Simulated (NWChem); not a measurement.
# CH3FN2Sr

```xyz
8

Sr     0.1870    -0.5524     0.0000
F     -0.4210    -2.5976     0.0000
C     -0.1977     2.2702     0.0000
N     -0.0954     1.6334    -1.1570
N     -0.0954     1.6334     1.1570
H     -0.3778     3.3665     0.0000
H     -0.2095     2.2572    -1.9480
H     -0.2095     2.2572     1.9480
```
Atoms are numbered in this order, from 1.

All runs: NWChem. The geometry was optimised at PBE0/def2-SVP. def2 effective core potentials on Sr; no spin-orbit coupling. Level PBE/def2-SVP: energy and gradient on several grids; changes count from the extra-fine grid, which is no exact limit either.

Which is the coarsest grid (coarse; medium; xcoarse; fine; xfine) from which on the energy stays within 100 μHa and each gradient component within 200 μHa/bohr of xfine?

medium.
| grid | size of the energy change (μHa) | largest change of a gradient component (μHa/bohr) | time, medium = 1 (rough) |
|---|---|---|---|
| xcoarse | 900 | 5000 | about 1 |
| coarse | 70 | 500 | about 1 |
| medium | < 10 | < 30 | about 1 |
| fine | < 10 | < 30 | about 1 |
| xfine | < 10 | < 30 | 2 |
